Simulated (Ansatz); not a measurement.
H4F4Si3, singlet, geometry from GFN2-xTB, atoms displaced at random by about 0.08 Å a coordinate; Ansatz (a quantum-chemistry and plane-wave program) with PBE/STO-3G, gradient.

Ansatz was given this input:
Ansatz 0.2 input:
```yaml
crystal:
  periodic: [false, false, false]
  atoms:
    - {symbol: Si, position_ang: [2.35449065, 0.53652931, 0.04221710]}
    - {symbol: F, position_ang: [3.60953869, 0.20476269, -1.01247156]}
    - {symbol: Si, position_ang: [0.40440686, -0.52924474, -0.78284447]}
    - {symbol: Si, position_ang: [-1.55399872, -0.23758436, 0.21148721]}
    - {symbol: F, position_ang: [-2.90581004, -0.86867280, -0.30304060]}
    - {symbol: F, position_ang: [-1.23613663, -0.74377942, 1.65276278]}
    - {symbol: F, position_ang: [-1.89159290, 1.27637826, 0.42123217]}
    - {symbol: H, position_ang: [2.13615103, 2.32011916, 0.03714720]}
    - {symbol: H, position_ang: [2.63866654, 0.07470499, 1.42827885]}
    - {symbol: H, position_ang: [0.79239009, -1.96300587, -0.98474066]}
    - {symbol: H, position_ang: [0.08620810, 0.11595340, -2.33940840]}
basis:
  gaussian:
    orbitals: STO-3G
hamiltonian:
  xc: pbe
output: {forces: true}
```

**Question.** Predict the main parts of the log of this Ansatz run.

**Answer.** 
```
Functional definition: PBE
626 factors; integrals over basis functions are off by at most 3.7e-5 eV
mean field evaluation 1: about -34105.2028 eV, gradient 3.6e1 eV
mean field evaluation 2: about -34095.4661 eV, gradient 6.8e1 eV
mean field evaluation 4: about -34110.1495 eV, gradient 4.2e0 eV
mean field evaluation 8: about -34110.1606 eV, gradient 7.1e-2 eV
mean field evaluation 16: about -34110.1606 eV, gradient 5.0e-5 eV
mean field -34110.16062517 eV, -1253.5252822778 hartree, gradient 5.0e-5 eV, S^2 0.000000; 0 other end points of the search recorded, 0 dependent functions left out
the calculation of the forces begins
reference -34110.16064683 eV, -1253.5252830736 hartree; 41, 41 occupied and 10, 10 virtual orbitals, 626 factors
Total energy: -34110.16064683 eV, -1253.5252830736 hartree
Atom 0 at     2.354491     0.536529     0.042217 Å, force    -1.513349     3.242721    -0.596714 eV/Å
Atom 1 at     3.609539     0.204763    -1.012472 Å, force    -0.189605     0.049173     0.517019 eV/Å
Atom 2 at     0.404407    -0.529245    -0.782844 Å, force     1.349062     1.172473    -4.345361 eV/Å
Atom 3 at    -1.553999    -0.237584     0.211487 Å, force     2.065618    -0.534551    -1.462544 eV/Å
Atom 4 at    -2.905810    -0.868673    -0.303041 Å, force    -2.257382    -1.379437    -1.058443 eV/Å
Atom 5 at    -1.236137    -0.743779     1.652763 Å, force     0.156361    -1.571544     3.821420 eV/Å
Atom 6 at    -1.891593     1.276378     0.421232 Å, force    -0.850759     3.562604     0.191057 eV/Å
Atom 7 at     2.136151     2.320119     0.037147 Å, force     0.518127    -3.967193     0.136851 eV/Å
Atom 8 at     2.638667     0.074705     1.428279 Å, force     0.142176     0.193968    -0.440831 eV/Å
Atom 9 at     0.792390    -1.963006    -0.984741 Å, force    -0.404635     0.742032     0.050207 eV/Å
Atom 10 at     0.086208     0.115953    -2.339408 Å, force     0.984387    -1.510246     3.187339 eV/Å
Dipole moment:     0.022202    -0.123503     0.045180 e Å
```
